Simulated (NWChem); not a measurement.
Species: CH3BeFS; SMILES C[S][Be][F]

```xyz
7

Be     0.0716    -1.0365    -0.0003
F     -0.4185    -2.3396    -0.0011
S      0.7721     0.7263     0.0012
C     -0.7756     1.7114     0.0032
H     -1.3750     1.5305    -0.8990
H     -0.4704     2.7661     0.0098
H     -1.3794     1.5206     0.9002
```
Atoms are numbered in this order, from 1.

Level: PBE0/def2-SVP (NWChem), optimised geometry, unscaled harmonic frequencies. 

```
frequency (cm⁻¹)  IR intensity (km/mol)
----------------  ---------------------
76                                  0.1
108                                 7.7
286                                62.8
359                                57.8
484                                 3.4
719                                 5.9
957                                 7.9
975                                 5.5
1335                               38.0
1399                              271.6
1454                               10.3
1459                                7.9
3077                               17.9
3192                                1.4
3193                                0.7
```

```json
{
  "zero_point_energy": "27.2 kcal/mol",
  "thermal correction to the enthalpy at 298.15 K (with zero-point energy)": "31.3 kcal/mol",
  "heat capacity Cv": "16.4 cal/(mol K)",
  "entropy at 298.15 K and 1 atm (symmetry number 1)": "75.6 cal/(mol K)",
  "dipole_moment": "1.91 D"
}
```

Rigid rotor and harmonic oscillator; modes under 100 cm⁻¹ make the entropy uncertain.
